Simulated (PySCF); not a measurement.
## Telling isomers of C6H6N2 apart by NMR

How the numbers were obtained: shielding tensors at PBE0/pcSseg-1 (GIAO), GFN2-xTB geometry, in PySCF 2.14 (in vacuum, single conformer, non-relativistic Hamiltonian, equivalent nuclei averaged).

δ = σ(ref) − σ, references computed at the same level: 1H and 13C vs TMS. Where no couplings were computed, multiplicities follow the n + 1 count of equivalent neighbours, and m marks all less simple cases (inequivalent or close neighbours, rings, F or P nearby). Shifts are as computed. Against solution values, carbons near 30 ppm lie about +3 ppm off and those near 130 ppm about +5 ppm. Of 1211 compounds with measured shifts, 218 miss one by over three times the rms of a fit or turn the order of signals round; such compounds aren't used in these exercises. OH and NH positions are gas-phase values without hydrogen bonding to other molecules.

(1) Tabulate the signals of `[H]/N=C\c1ccccn1`, `CCC=C(C#N)C#N`, `N#CC/C=C/CC#N` and their relative energies.

(2) What is the quickest way to tell CCC=C(C#N)C#N from N#CC/C=C/CC#N?

(3) What is the quickest way to tell [H]/N=C\c1ccccn1 from CCC=C(C#N)C#N?

(4) What is the quickest way to tell [H]/N=C\c1ccccn1 from N#CC/C=C/CC#N?

## Answers

(1) 
```json
{"SMILES": "[H]/N=C\\c1ccccn1", "carbon types": "1×C 5×CH", "δC": "168.8, 155.8, 153.7, 143.9, 129.5, 129.1", "δH": "13.37 (br s, 1H), 9.06 (d, 1H), 8.55 (s, 1H), 8.11 (m, 1H), 7.43 (d, 1H), 7.43 (m, 1H)", "E rel. (kcal/mol)": "0.0"}
{"SMILES": "CCC=C(C#N)C#N", "carbon types": "3×C 1×CH 1×CH2 1×CH3", "δC": "181.5, 118.5, 116.8, 93.1, 32.3, 14.9", "δH": "7.45 (t, 1H), 2.74 (m, 2H), 1.24 (t, 3H)", "E rel. (kcal/mol)": "25.7"}
{"SMILES": "N#CC/C=C/CC#N", "carbon types": "2×C 2×CH 2×CH2", "δC": "134.8, 120.6, 23.0", "δH": "5.89 (m, 2H), 3.02 (d, 4H)", "E rel. (kcal/mol)": "26.8"}
```

Energies are electronic energies at PBE0/pcSseg-1 on these geometries, without zero-point or thermal terms, each for the one conformer computed, which needn't be the lowest.

(2) Count the carbon signals: 6 against 3. The first has a methyl carbon (CH3) at 14.9 ppm, the second an alkene CH at 134.8 ppm. Their most deshielded carbons lie at 181.5 and 134.8 ppm. In the proton spectra the most deshielded non-exchanging signals are 7.45 (t, 1H) and 5.89 (m, 2H).

(3) Both give the same number of carbon signals, but DEPT or the intensities differ. The first has an aromatic CH at 129.1 ppm, the second a fully substituted alkene carbon (C) at 93.1 ppm. Their most deshielded carbons lie at 168.8 and 181.5 ppm. In the proton spectra the most deshielded non-exchanging signals are 9.06 (d, 1H) and 7.45 (t, 1H).

(4) Count the carbon signals: 6 against 3. The first has a C=N carbon (CH) at 168.8 ppm, the second an allylic sp3 CH2 at 23.0 ppm. Their most deshielded carbons lie at 168.8 and 134.8 ppm. In the proton spectra the most deshielded non-exchanging signals are 9.06 (d, 1H) and 5.89 (m, 2H).
